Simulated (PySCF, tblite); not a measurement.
Isomers of C5H9NOSi. Computed with GFN2-xTB (tblite): harmonic, unscaled wavenumbers at the GFN2-xTB geometry, gas phase. The method is semi-empirical: single wavenumbers can be off by several per cent or more. Modes of hydrogen on silicon can be 10 to 20 % off. One conformer each.

Electronic energies: PBE0/pcSseg-1 single points on the GFN2-xTB geometries (PySCF, gas phase).

```csv
SMILES,"electronic energy, lowest = 0 (kJ/mol)"
C[SiH2]c1ccc(N)o1,0.0
C#C[Si@@](C)(N)OC=C,0.2
C=C([SiH3])/C=N\C(C)=O,105.8
[H]/N=C(\CO)CC#C[SiH3],214.0
```

Problem. How do GFN2-xTB zero-point energies change the relative energies?

Solution. 
```
                SMILES  ZPE (kJ/mol)  of it from modes above 1550 cm⁻¹  electronic (kJ/mol)  with ZPE, lowest = 0 (kJ/mol)  lowest mode (cm⁻¹)  rings
     C[SiH2]c1ccc(N)o1         334.0                             170.1                  0.0                            0.0                  21      1
   C#C[Si@@](C)(N)OC=C         333.8                             195.7                  0.2                            0.0                  21      0
C=C([SiH3])/C=N\C(C)=O         321.1                             180.6                105.8                           93.0                  29      0
[H]/N=C(\CO)CC#C[SiH3]         321.3                             175.9                214.0                          201.3                 12i      0
```

The zero-point energies span 12.9 kJ/mol, from `C=C([SiH3])/C=N\C(C)=O` to `C[SiH2]c1ccc(N)o1`. Slightly imaginary modes are left out of the zero-point energy: `[H]/N=C(\CO)CC#C[SiH3]` 11.8i cm⁻¹. The order is unchanged, ties at the printed digit aside.

Problem. And how do the electronic energies of GFN2-xTB itself compare?

Solution. `C[SiH2]c1ccc(N)o1` 0.0; `C#C[Si@@](C)(N)OC=C` 92.9; `C=C([SiH3])/C=N\C(C)=O` 80.7; `[H]/N=C(\CO)CC#C[SiH3]` 202.6 kJ/mol, lowest = 0. Against the energies above, taken from the same isomer `C[SiH2]c1ccc(N)o1`, the largest difference is 92.7 kJ/mol.
